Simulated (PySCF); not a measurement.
## How methods differ on the excitation energy of Ag⁺

Ag⁺ [Kr] 4d10 (1S) → Ag⁺ [Kr] 4d9 5p1 (high-spin determinant), as a difference of total energies. All numbers are calculated (PySCF 2.14, scalar relativity by spin-free X2C-1e, in ANO-RCC-VTZP (7s6p4d2f1g, 68 functions)). Correlated levels: valence and next inner shell: [Ar] 3d10 frozen. The calculations carry no spin-orbit coupling.

| method | excitation energy (eV) |
| --- | --- |
| UHF | 9.255 |
| MP2 (valence and next inner shell) | 10.621 |
| SCS-MP2 (valence and next inner shell) | 10.495 |
| CCSD (valence and next inner shell) | 10.200 |
| CCSD(T) (valence and next inner shell) | 10.248 |

Problem. How much does correlation contribute at CCSD(T) (valence and next inner shell)?

Solution. 10.248 − (9.255) = 0.993 eV, measured against UHF.

A first-order spin-orbit estimate (lowest level to lowest level, LS coupling) adds -0.150 eV.

The basis was made for the ground configuration and has no added diffuse functions, so the excitation energy can come out too high.

The determinant of the upper state mixes LS terms, which raises its energy above the lowest term, most at the Hartree-Fock and MP2 levels.
